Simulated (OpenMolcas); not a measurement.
Rh2+ in a point-charge field

Rh2+ among 4 point charges of -2 e arranged as a tetrahedron (Td), 2.26 Å from the ion.

```json
{
 "Program": "OpenMolcas",
 "Method": "SS-CASPT2, IPEA 0.25 Eh, imaginary shift 0.1 Eh (closed shells correlated: 4s 4p)",
 "Basis": "ANO-RCC-VTZP [7s6p4d2f1g]",
 "Scalar Hamiltonian": "DKH2, point nucleus",
 "Active space": "7 electrons in 5 orbitals (4d)",
 "State averaging": "2S+1 = 4 even, 10 roots; 2S+1 = 2 even, 40 roots",
 "Spin-orbit coupling": "RASSI with atomic mean-field integrals over the reference wave functions"
}
```

The lowest spin-free states (labels of Td), above the lowest:

| State | Degeneracy | E (cm-1) | Free-ion L (%) |
| --- | --- | --- | --- |
| 4A2 | 1 | 0 | F (100) |
| 4T2 | 3 | 1570 | F (100) |
| 4T1 | 3 | 3140 | F (100) |
| 4T1 | 3 | 11900 | P (100) |
| 2E | 2 | 13500 | G (89) |
| 2T1 | 3 | 13620 | G (90) |
| 2A1 | 1 | 13710 | G (100) |
| 2T2 | 3 | 14360 | G (98) |
| 2T1 | 3 | 16950 | H (59) |
| 2T2 | 3 | 17610 | H (88) |
| 2E | 2 | 18250 | H (74) |
| 2T1 | 3 | 18300 | H (55) |
| 2T1 | 3 | 19010 | H (78) |
| 2T2 | 3 | 19700 | D (86) |
| 2E | 2 | 21180 | D (72) |
| 2A2 | 1 | 27200 | F (100) |
| 2T2 | 3 | 27600 | F (100) |
| 2T1 | 3 | 27920 | F (99) |
| 2E | 2 | 43770 | D (100) |
| 2T2 | 3 | 44030 | D (100) |

The lowest levels with spin-orbit coupling:

```json
{"E (cm-1)": "0", "Degeneracy": "4", "Label": "Γ8", "2S+1": "4", "g": ""}
{"E (cm-1)": "1280", "Degeneracy": "4", "Label": "Γ8", "2S+1": "4", "g": ""}
{"E (cm-1)": "1730", "Degeneracy": "2", "Label": "Γ6", "2S+1": "4", "g": "2.87 2.87 2.87"}
{"E (cm-1)": "3070", "Degeneracy": "2", "Label": "Γ7", "2S+1": "4", "g": "3.89 3.89 3.89"}
{"E (cm-1)": "3110", "Degeneracy": "4", "Label": "Γ8", "2S+1": "4", "g": ""}
{"E (cm-1)": "3300", "Degeneracy": "2", "Label": "Γ6", "2S+1": "4", "g": "0.89 0.89 0.89"}
{"E (cm-1)": "4530", "Degeneracy": "4", "Label": "Γ8", "2S+1": "4", "g": ""}
{"E (cm-1)": "5350", "Degeneracy": "2", "Label": "Γ7", "2S+1": "4", "g": "1.90 1.90 1.90"}
{"E (cm-1)": "5900", "Degeneracy": "4", "Label": "Γ8", "2S+1": "4", "g": ""}
{"E (cm-1)": "12370", "Degeneracy": "4", "Label": "Γ8", "2S+1": "4", "g": ""}
{"E (cm-1)": "12410", "Degeneracy": "2", "Label": "Γ7", "2S+1": "4", "g": "2.65 2.65 2.65"}
{"E (cm-1)": "12530", "Degeneracy": "4", "Label": "Γ8", "2S+1": "4 (82 %)", "g": ""}
{"E (cm-1)": "13500", "Degeneracy": "2", "Label": "Γ6", "2S+1": "2", "g": "3.64 3.64 3.64"}
{"E (cm-1)": "13750", "Degeneracy": "4", "Label": "Γ8", "2S+1": "2", "g": ""}
{"E (cm-1)": "13860", "Degeneracy": "2", "Label": "Γ6", "2S+1": "4 (89 %)", "g": "2.66 2.66 2.66"}
{"E (cm-1)": "14710", "Degeneracy": "4", "Label": "Γ8", "2S+1": "2", "g": ""}
{"E (cm-1)": "15770", "Degeneracy": "4", "Label": "Γ8", "2S+1": "2", "g": ""}
{"E (cm-1)": "15940", "Degeneracy": "2", "Label": "Γ6", "2S+1": "2", "g": "1.79 1.79 1.79"}
{"E (cm-1)": "16470", "Degeneracy": "2", "Label": "Γ7", "2S+1": "2", "g": "2.47 2.47 2.47"}
{"E (cm-1)": "17730", "Degeneracy": "4", "Label": "Γ8", "2S+1": "2", "g": ""}
```

Electric-dipole absorption from the lowest level at this geometry, strongest bands:

```tsv
E (cm-1)	λ (nm)	Label	f
1280	7790	Γ8	1.42e-06
1730	5780	Γ6	1.56e-06
3110	3220	Γ8	1.82e-06
3300	3030	Γ6	1.02e-05
4530	2210	Γ8	7.01e-06
12370	808	Γ8	2.01e-06
12410	806	Γ7	3.29e-06
12530	798	Γ8	2.81e-05
13750	727	Γ8	2.08e-06
13860	722	Γ6	5.83e-05
14710	680	Γ8	1.16e-06
15770	634	Γ8	5.57e-06
17730	564	Γ8	1.72e-05
20000	500	Γ6	2.49e-06
20520	487	Γ7	1.04e-06
```

Powder χT (cm3 K/mol): 3.97 at 2 K, 3.98 at 10 K, 4.03 at 50 K, 4.09 at 100 K, 4.22 at 200 K, 4.34 at 300 K. The effective moment at 300 K is 2.828 √(χT) = 5.89 μB.

The lowest level has 2S+1 = 4, for which the spin-only value is χT = S(S+1) / 2 = 1.875 cm3 K/mol (g = 2). The computed 4.342 at 300 K differs by +2.467, through orbital momentum, spin-orbit coupling and any other state in reach.

Roots that are degenerate in the reference are averaged as groups; the widest CASPT2 spread within a group is 240 cm-1 (the 3-fold group of multiplicity 4 near 3140 cm-1 above the lowest state of its run). Shifts and gaps below about the spread of the groups concerned are not significant. Spin-orbit coupling mixes the spin-free states strongly: the lowest level takes only 67 % from its leading state, 4A2. The ground term spreads over less than 5000 cm-1, several times less than with real ligands, so orbital moments are less quenched and χT lies further from the spin-only value than at real sites. Free-ion shares, where given, are those of the reference states; single-state CASPT2 does not remix them. This is an electrostatic model: the charges have no orbitals. No measured value stands beside these numbers.

The CASPT2 steps took 21 s on 1 thread of Arm Neoverse N1 (shared host); the integral step is not counted.
